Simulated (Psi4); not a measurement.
CH₄OZn (SMILES [CH3][Zn][OH]), singlet, geometry from GFN2-xTB (such geometries of metal compounds can be far from the true shape); HF/STO-3G run with Psi4.

Input for Psi4:
```
memory 2 GB

molecule mol {
0 1
Zn   -0.017256    0.014696    0.176109
C    -0.169991    1.585298   -1.038686
H    -0.894382    2.312936   -0.697578
H    -0.478570    1.232777   -2.016775
H     0.783222    2.088236   -1.145615
O     0.232777   -1.667910    0.450131
H     0.265150   -2.243340    1.207772
}

set {
  basis sto-3g
  reference rhf
}

energy('scf')
print_variables()
```

What the program printed (banner, timings and long lists left out):

```
   => Loading Basis Set <=

    Name: STO-3G
    Role: ORBITAL
    Keyword: BASIS

         ---------------------------------------------------------
                                   SCF
               by Justin Turney, Rob Parrish, Andy Simmonett
                          and Daniel G. A. Smith
                              RHF Reference
         ---------------------------------------------------------

  ==> Geometry <==

    Molecular point group: c1
    Full point group: C1

    Geometry (in Angstrom), charge = 0, multiplicity = 1:

       Center              X                  Y                   Z               Mass
    ------------   -----------------  -----------------  -----------------  -----------------
         ZN          -0.019893425626     0.049064677882     0.141497876912    63.929142010000
         C           -0.172628425626     1.619666677882    -1.073297123088    12.000000000000
         H           -0.897019425626     2.347304677882    -0.732189123088     1.007825032230
         H           -0.481207425626     1.267145677882    -2.051386123088     1.007825032230
         H            0.780584574374     2.122604677882    -1.180226123088     1.007825032230
         O            0.230139574374    -1.633541322118     0.415519876912    15.994914619570
         H            0.262512574374    -2.208971322118     1.173160876912     1.007825032230

  Running in c1 symmetry.

  Rotational constants: A =      2.23632  B =      0.14872  C =      0.14311 [cm^-1]
  Rotational constants: A =  67043.19280  B =   4458.57567  C =   4290.39647 [MHz]
  Nuclear repulsion =  171.680058394210675

  Charge       = 0
  Multiplicity = 1
  Electrons    = 48
  Nalpha       = 24
  Nbeta        = 24

  ==> Algorithm <==

  SCF Algorithm Type is DF.
  DIIS enabled.
  MOM disabled.
  Fractional occupation disabled.
  Guess Type is SAD.
  Energy threshold   = 1.00e-06
  Density threshold  = 1.00e-06
  Integral threshold = 1.00e-12

  ==> Primary Basis <==

  Basis Set: STO-3G
    Blend: STO-3G
    Number of shells: 18
    Number of basis functions: 32
    Number of Cartesian functions: 33
    Spherical Harmonics?: true
    Max angular momentum: 2

   => Loading Basis Set <=

    Name: (STO-3G AUX)
    Role: JKFIT
    Keyword: DF_BASIS_SCF

  ==> Integral Setup <==

  SCF_SUBTYPE=INCORE selected. In-core MEM_DF algorithm will be used.
  Using in-core AOs.

  ==> MemDFJK: Density-Fitted J/K Matrices <==

    J tasked:                   Yes
    K tasked:                   Yes
    wK tasked:                   No
    Algorithm:                 Core
    Schwarz Cutoff:           1E-12
    Mask sparsity (%):       2.1484
    Fitting Condition:        1E-10

   => Auxiliary Basis Set <=

  Basis Set: (STO-3G AUX)
    Blend: DEF2-UNIVERSAL-JKFIT
    Number of shells: 132
    Number of basis functions: 488
    Number of Cartesian functions: 639
    Spherical Harmonics?: true
    Max angular momentum: 6

  Minimum eigenvalue in the overlap matrix is 2.2706622110E-01.
  Reciprocal condition number of the overlap matrix is 9.7577549480E-02.
    Using symmetric orthogonalization.

  ==> Pre-Iterations <==

  SCF Guess: Superposition of Atomic Densities via on-the-fly atomic UHF (no occupation information).

   -------------------------
    Irrep   Nso     Nmo
   -------------------------
     A         32      32
   -------------------------
    Total      32      32
   -------------------------

  ==> Iterations <==

                           Total Energy        Delta E     RMS |[F,P]|

   @DF-RHF iter SAD: -1866.94240669564374   -1.86694e+03   0.00000e+00
   @DF-RHF iter   1: -1869.53302500650739   -2.59062e+00   3.05577e-02 DIIS/ADIIS
   @DF-RHF iter   2: -1838.42197181236452    3.11111e+01   1.25473e-01 ADIIS
   @DF-RHF iter   3: -1865.87067513970123   -2.74487e+01   8.12744e-02 DIIS/ADIIS
   @DF-RHF iter   4: -1870.60440367179694   -4.73373e+00   1.11534e-02 DIIS/ADIIS
   @DF-RHF iter   5: -1870.74489033999271   -1.40487e-01   4.76638e-03 DIIS/ADIIS
   @DF-RHF iter   6: -1870.79009821745694   -4.52079e-02   2.91562e-03 DIIS/ADIIS
   @DF-RHF iter   7: -1870.82050242067157   -3.04042e-02   1.70994e-03 DIIS/ADIIS
   @DF-RHF iter   8: -1870.83213222415952   -1.16298e-02   4.94338e-04 DIIS/ADIIS
   @DF-RHF iter   9: -1870.83245775079081   -3.25527e-04   2.47697e-04 DIIS/ADIIS
   @DF-RHF iter  10: -1870.83262808555969   -1.70335e-04   2.06550e-04 DIIS/ADIIS
   @DF-RHF iter  11: -1870.83290573801787   -2.77652e-04   1.60501e-04 DIIS/ADIIS
   @DF-RHF iter  12: -1870.83309300868473   -1.87271e-04   1.05674e-04 DIIS/ADIIS
   @DF-RHF iter  13: -1870.83322371655254   -1.30708e-04   4.09703e-05 DIIS
   @DF-RHF iter  14: -1870.83323344695873   -9.73041e-06   2.82987e-05 DIIS
   @DF-RHF iter  15: -1870.83323574983046   -2.30287e-06   1.54134e-05 DIIS
   @DF-RHF iter  16: -1870.83323664478576   -8.94955e-07   1.35777e-05 DIIS
   @DF-RHF iter  17: -1870.83323909053411   -2.44575e-06   9.50136e-06 DIIS
   @DF-RHF iter  18: -1870.83324058845460   -1.49792e-06   2.42454e-06 DIIS
   @DF-RHF iter  19: -1870.83324064644739   -5.79928e-08   8.39153e-07 DIIS
  Energy and wave function converged.

  ==> Post-Iterations <==

    Orbital Energies [Eh]
    ---------------------

    Doubly Occupied:

[...]
    Virtual:

[...]
    Final Occupation by Irrep:
              A
    DOCC [    24 ]
    NA   [    24 ]
    NB   [    24 ]

  @DF-RHF Final Energy: -1870.83324064644739

   => Energetics <=

    Nuclear Repulsion Energy =            171.6800583942106755
    One-Electron Energy =               -2952.6623016808498505
    Two-Electron Energy =                 910.1490026401916111
    Total Energy =                      -1870.8332406464473934

Computation Completed

Properties will be evaluated at   0.000000,   0.000000,   0.000000 [a0]

Properties computed using the SCF density matrix

 Multipole Moments:

 ------------------------------------------------------------------------------------
     Multipole            Electronic (a.u.)      Nuclear  (a.u.)        Total (a.u.)
 ------------------------------------------------------------------------------------

 L = 1.  Multiply by 2.5417464519 to convert [e a0] to [Debye]
 Dipole X            :          0.3034171           -0.2392137            0.0642034
 Dipole Y            :         -3.4887985            3.1174690           -0.3713295
 Dipole Z            :          3.1373614           -3.1394548           -0.0020933
 Magnitude           :                                                    0.3768449

 ------------------------------------------------------------------------------------

  Variable Map:
  ----------------------------------------------------------------------------
[...]
  Array Variable Map:
  ----------------------------------------------------------------------------
[...]
[...]
```
